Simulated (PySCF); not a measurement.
Below is a simulated gas-phase C 1s photoelectron spectrum of `[NH2+](CCN)[BH3-]`.

Every computed line was given a Gaussian of 0.8 eV full width at half maximum and an area set by the number of equivalent atoms; the highest printed point is 100. The calculation used PySCF, delta-SCF UKS SCAN, pcX-2 on the ionised atom, pcseg-1 elsewhere, spin-free X2C.

binding energy (eV), intensity and a bar:
```
    291.1          0 
    291.2          1 
    291.3          2 
    291.4          3 #
    291.5          7 ##
    291.6         13 ####
    291.7         22 #######
    291.8         35 ###########
    291.9         51 ###############
    292.0         69 #####################
    292.1         85 #########################
    292.2         96 #############################
    292.3        100 ##############################
    292.4         96 #############################
    292.5         84 #########################
    292.6         68 ####################
    292.7         51 ###############
    292.8         35 ##########
    292.9         22 ######
    293.0         13 ####
    293.1          7 ##
    293.2          3 #
    293.3          1 
    293.4          1 
    293.5          0
```

Question: Count the maxima, the lines and the sites behind this envelope.

Answer: The curve has 1 maximum (at 292.3 eV). Under it lie 2 lines from 2 inequivalent carbon sites. At this width some lines have no maximum of their own.

Question: Decompose the envelope and assign each component. Numbering: `[BH3-:1][NH2+:2][CH2:3][CH2:4][NH2:5]`.

Answer: 
```json
{"position (eV)": "292.24", "relative area": "1", "line": "C 1s", "atoms": "C3", "environment": "sp3 carbon bound to nitrogen"}
{"position (eV)": "292.36", "relative area": "1", "line": "C 1s", "atoms": "C4", "environment": "sp3 carbon bound to nitrogen"}
```

Question: What are the centre and the root-mean-square width of the whole band?

Answer: The area-weighted mean of the lines is 292.30 eV. Their own spread about it is 0.06 eV (rms) and each Gaussian has σ = 0.8/2.355 = 0.34 eV; the variances add, which gives 0.34 eV.

Question: Above which line width would these two lines show one maximum?

Answer: Two equal Gaussians merge once their distance is under 2σ = FWHM/1.177. With 0.12 eV between them that is a full width over 0.14 eV.

The 2 C 1s values lie within 0.12 eV of each other; Gaussian lines of 0.5 eV full width would blend them into one maximum.

The curve has no shake-up lines and no vibrational structure. Isolated species at its PBE0-D3(BJ)/def2-SVP geometry (one conformer only).

The values belong to the conformer `[BH3-:1][NH2+:2][CH2:3][CH2:4][NH2:5]`: B1–N2–C3–C4 -174°, N2–C3–C4–N5 59°, H–N5–C4–C3 -72°, H–N5–C4–C3 53°.
